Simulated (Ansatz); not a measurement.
Ansatz (an electronic-structure program) input (HF/6-31G*):

Ansatz 0.2 input:
```yaml
crystal:
  periodic: [false, false, false]
  atoms:
    - {symbol: F, position_ang: [1.35220300, 0.02690000, -0.15770600]}
    - {symbol: S, position_ang: [-0.03514700, -0.03522300, 0.44455900]}
    - {symbol: F, position_ang: [-0.65725700, 1.17090400, -0.22593200]}
    - {symbol: F, position_ang: [-0.63246200, -1.13518400, -0.40668900]}
basis:
  gaussian:
    orbitals: 6-31G*
hamiltonian:
  xc: {name: HF}
total_charge: 1
relax: {f_tol: 0.003, max_steps: 120}
```

From the output:

```
relax step   3: F+E_penalty+E_count = -18923.11108508 eV  Δ(F+E_penalty+E_count) = -5.414e-3 eV  max|allowed force component| = 9.822e-3 eV/Å  Δτ_max = 0.0095 Å  (32 SCF iters, accepted)
these checks for a lower state are left out or cut short: starts, cluster_reference, orbital_swaps, neighbouring_geometries, increment
integrals: 0.01 GiB planned
592 factors; integrals over basis functions are off by at most 6.6e-5 eV
mean field: 0.14 GiB planned
mean field evaluation 32: about -18923.1111 eV, gradient 5.8e-5 eV
mean field -18923.11109020 eV, -695.4115060193 hartree, gradient 5.8e-5 eV, S^2 0.000000; 0 other end points of the search recorded, 0 dependent functions left out
the calculation of the forces begins
reference -18923.11109020 eV, -695.4115060193 hartree; 21, 21 occupied and 43, 43 virtual orbitals, 592 factors
relax step   4: F+E_penalty+E_count = -18923.11109020 eV  Δ(F+E_penalty+E_count) = -5.118e-6 eV  max|allowed force component| = 5.342e-3 eV/Å  Δτ_max = 0.0003 Å  (21 SCF iters, accepted)
these checks for a lower state are left out or cut short: starts, cluster_reference, orbital_swaps, neighbouring_geometries, increment
integrals: 0.01 GiB planned
592 factors; integrals over basis functions are off by at most 6.6e-5 eV
mean field: 0.14 GiB planned
mean field -18923.11109053 eV, -695.4115060315 hartree, gradient 2.2e-5 eV, S^2 0.000000; 0 other end points of the search recorded, 0 dependent functions left out
the calculation of the forces begins
reference -18923.11109053 eV, -695.4115060315 hartree; 21, 21 occupied and 43, 43 virtual orbitals, 592 factors
relax step   5: F+E_penalty+E_count = -18923.11109053 eV  Δ(F+E_penalty+E_count) = -3.329e-7 eV  max|allowed force component| = 2.396e-5 eV/Å  Δτ_max = 0.0001 Å  (20 SCF iters, accepted)
integrals: 0.01 GiB planned
592 factors; integrals over basis functions are off by at most 6.6e-5 eV
mean field: 0.14 GiB planned
mean field -18923.11109053 eV, -695.4115060315 hartree, gradient 2.2e-5 eV, S^2 0.000000; 1 other end points of the search recorded, 0 dependent functions left out
the calculation of the forces begins
reference -18923.11109053 eV, -695.4115060315 hartree; 21, 21 occupied and 43, 43 virtual orbitals, 592 factors
Total energy: -18923.11109053 eV, -695.4115060315 hartree
Atom 0 at     1.333967     0.026916    -0.160408 Å, force     0.000013     0.000001    -0.000007 eV/Å
Atom 1 at    -0.035442    -0.035519     0.448297 Å, force    -0.000002    -0.000002     0.000024 eV/Å
Atom 2 at    -0.647820     1.155165    -0.227695 Å, force    -0.000006     0.000011    -0.000008 eV/Å
Atom 3 at    -0.623367    -1.119165    -0.405962 Å, force    -0.000006    -0.000010    -0.000009 eV/Å
Dipole moment:    -0.037025    -0.037105     0.468309 e Å
```

The dipole moment of an ion depends on the origin.

The geometry given is a B3LYP-D3(BJ)/def2-TZVP minimum.
